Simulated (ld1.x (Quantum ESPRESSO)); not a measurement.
# Reading a pseudo-wave (Lu (Z = 71))

Columns: radius, all-electron u(r) and pseudo u(r) of the 5s shell (level -65.33 eV) of lutetium in the configuration [Kr] 4d10 4f13 5s2 5p6 5d2 6s2 6p0; LDA (PZ), scalar-relativistic, PAW scheme, ld1.x (Quantum ESPRESSO) 7.5.

```tsv
r (bohr)	all-electron	pseudo
0.110	0.1787	0.2995
0.220	0.1423	0.5824
0.330	-0.5136	0.8334
0.440	-0.5077	1.0402
0.550	-0.0711	1.1942
0.660	0.4205	1.2913
0.770	0.7930	1.3318
0.880	1.0110	1.3204
0.990	1.0976	1.2651
1.100	1.0904	1.1764
1.210	1.0246	1.0658
1.320	0.9270	0.9444
1.430	0.8163	0.8220
1.540	0.7047	0.7056
1.650	0.5990	0.5991
1.760	0.5033	0.5033
1.870	0.4189	0.4189
1.980	0.3461	0.3461
2.090	0.2841	0.2841
2.200	0.2321	0.2321
2.310	0.1887	0.1887
2.420	0.1530	0.1530
2.530	0.1237	0.1237
2.640	0.0997	0.0997
2.750	0.0802	0.0802
2.860	0.0644	0.0644
```

Task: How many radial nodes do the two functions have?

Result: The all-electron 5s function has n − l − 1 = 4 (the table is too coarse to show those close to the nucleus); the pseudo-wave has 0, since the states of the same l below it are removed with the core.

Task: At about which radius was the pseudo-wave matched?

Result: 1.65 bohr, where the columns begin to agree (steps of 0.11 bohr).

Task: Is the pseudo-wave norm-conserving?

Result: No, it belongs to a PAW set: the norm inside the radius is not constrained, and the difference is carried by the augmentation charge.
